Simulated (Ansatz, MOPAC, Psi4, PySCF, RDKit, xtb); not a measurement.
Pair of molecules: CH3F (SMILES CF) (first 5 atoms) with C2H6 (SMILES CC); geometry from B3LYP-D3(BJ)/def2-TZVP, rigid monomers moved along the line of their centres of mass till F2···H12 is 3.76 Å.
(charge 0, multiplicity 1):
```xyz
13

C     -0.52350     0.49054     0.50436
F     -0.42282    -0.84567     0.87486
H      0.28096     1.04886     0.98411
H     -0.43575     0.55976    -0.58045
H     -1.49081     0.87315     0.83073
C     -0.45703     0.40369     5.20364
C      0.95790    -0.16727     5.18582
H     -0.83183     0.50876     6.22379
H     -1.14637    -0.24298     4.65857
H     -0.49309     1.39197     4.73949
H      1.65955     0.48881     5.70525
H      1.31494    -0.30321     4.16388
H      0.99494    -1.14297     5.67426
```

```json
[
 {"level": "MMFF94", "interaction energy (kcal/mol)": "-0.29", "cost": "-"},
 {"level": "UFF", "interaction energy (kcal/mol)": "-0.51", "cost": "-"},
 {"level": "GFN-FF", "interaction energy (kcal/mol)": "-0.38", "cost": "-"},
 {"level": "AM1", "interaction energy (kcal/mol)": "0.07", "cost": "-"},
 {"level": "PM3", "interaction energy (kcal/mol)": "-0.06", "cost": "-"},
 {"level": "PM6", "interaction energy (kcal/mol)": "-0.01", "cost": "-"},
 {"level": "PM7", "interaction energy (kcal/mol)": "-0.59", "cost": "-"},
 {"level": "GFN1-xTB", "interaction energy (kcal/mol)": "-0.34", "cost": "-"},
 {"level": "GFN2-xTB", "interaction energy (kcal/mol)": "-0.41", "cost": "-"},
 {"level": "HF/STO-3G (no counterpoise)", "interaction energy (kcal/mol)": "-0.01", "cost": "-"},
 {"level": "HF/3-21G (no counterpoise)", "interaction energy (kcal/mol)": "-0.10", "cost": "-"},
 {"level": "HF/6-31G*", "interaction energy (kcal/mol)": "-0.03", "cost": "-"},
 {"level": "HF/6-31G* (no counterpoise)", "interaction energy (kcal/mol)": "-0.12", "cost": "-"},
 {"level": "HF/aug-cc-pVDZ", "interaction energy (kcal/mol)": "-0.04", "cost": "-"},
 {"level": "PBE/def2-TZVPPD", "interaction energy (kcal/mol)": "-0.21", "cost": "×1"},
 {"level": "PBE-D3(BJ)/def2-TZVPPD", "interaction energy (kcal/mol)": "-0.54", "cost": "×1"},
 {"level": "PBE-D4/def2-TZVPPD", "interaction energy (kcal/mol)": "-0.50", "cost": "×1"},
 {"level": "BP86/6-31G* (no counterpoise)", "interaction energy (kcal/mol)": "0.06", "cost": "-"},
 {"level": "r2SCAN/def2-TZVPPD", "interaction energy (kcal/mol)": "-0.18", "cost": "×2"},
 {"level": "r2SCAN-D3(BJ)/def2-TZVPPD", "interaction energy (kcal/mol)": "-0.41", "cost": "×2"},
 {"level": "r2SCAN-D4/def2-TZVPPD", "interaction energy (kcal/mol)": "-0.38", "cost": "×2"},
 {"level": "B3LYP/3-21G (no counterpoise)", "interaction energy (kcal/mol)": "-0.05", "cost": "-"},
 {"level": "B3LYP/6-31G*", "interaction energy (kcal/mol)": "0.05", "cost": "-"},
 {"level": "B3LYP/6-31G* (no counterpoise)", "interaction energy (kcal/mol)": "-0.08", "cost": "-"},
 {"level": "B3LYP/6-311+G** (no counterpoise)", "interaction energy (kcal/mol)": "0.02", "cost": "-"},
 {"level": "B3LYP/def2-TZVPPD", "interaction energy (kcal/mol)": "0.07", "cost": "×1"},
 {"level": "B3LYP-D3(BJ)/def2-TZVPPD", "interaction energy (kcal/mol)": "-0.36", "cost": "×1"},
 {"level": "B3LYP-D4/def2-TZVPPD", "interaction energy (kcal/mol)": "-0.30", "cost": "×1"},
 {"level": "PBE0/def2-TZVPPD", "interaction energy (kcal/mol)": "-0.16", "cost": "×2"},
 {"level": "PBE0-D3(BJ)/def2-TZVPPD", "interaction energy (kcal/mol)": "-0.50", "cost": "×2"},
 {"level": "PBE0-D4/def2-TZVPPD", "interaction energy (kcal/mol)": "-0.46", "cost": "×2"},
 {"level": "M06-2X/6-31G* (no counterpoise)", "interaction energy (kcal/mol)": "-0.38", "cost": "-"},
 {"level": "wB97X-V/def2-TZVPPD", "interaction energy (kcal/mol)": "-0.41", "cost": "×4"},
 {"level": "wB97M-V/def2-TZVPPD", "interaction energy (kcal/mol)": "-0.41", "cost": "×4"},
 {"level": "MP2/6-31G*", "interaction energy (kcal/mol)": "-0.20", "cost": "-"},
 {"level": "MP2/6-31G* (no counterpoise)", "interaction energy (kcal/mol)": "-0.33", "cost": "-"},
 {"level": "SCS-MP2/aug-cc-pVDZ", "interaction energy (kcal/mol)": "-0.29", "cost": "-"},
 {"level": "CCSD/aug-cc-pVDZ", "interaction energy (kcal/mol)": "-0.34", "cost": "-"},
 {"level": "CCSD(T)/aug-cc-pVDZ", "interaction energy (kcal/mol)": "-0.38", "cost": "×20"},
 {"level": "SAPT0/jun-cc-pV(D+d)Z", "interaction energy (kcal/mol)": "-0.27", "cost": "-"}
]
```

The rows run from -0.59 (PM7) to 0.07 kcal/mol (B3LYP/def2-TZVPPD). In aug-cc-pVDZ the value moves HF -0.04, CCSD -0.34, CCSD(T) -0.38, a shift of -0.34 from HF to CCSD(T). The dispersion term adds -0.33 in PBE-D3(BJ), -0.30 in PBE-D4, -0.23 in r2SCAN-D3(BJ). The 6 functionals in def2-TZVPPD without D3 or D4 span 0.48, from wB97M-V to B3LYP.

Monomers are frozen at their geometry in the pair; levels with a basis set take the counterpoise correction. Rows marked so take none. RDKit's UFF carries no charges.

Correlated levels freeze the cores. Rows in 3-21G, 6-311+G**, 6-31G*, STO-3G carry no dispersion term and start afresh at each structure (6-31G* with six Cartesian d functions). MP2/6-31G* freezes PySCF's default core. The state that AM1, PM3, PM6, PM7 reach isn't checked; PM7 holds dispersion and hydrogen-bond terms.

Codes used: Ansatz (a first-principles code) with Gaussian orbitals; MOPAC for AM1, PM3, PM6, PM7 (differences of heats of formation); Psi4 for SAPT; PySCF for 3-21G rows, 6-311+G** rows, 6-31G* rows, STO-3G rows, the dispersion terms; RDKit for the force fields; xtb for the GFN methods. Values without a source in brackets are computed.

Costs are rough ratios of core time to PBE/def2-TZVPPD (about 9 s over the structures, on one shared machine); a dash marks a level with no comparable run of its own.
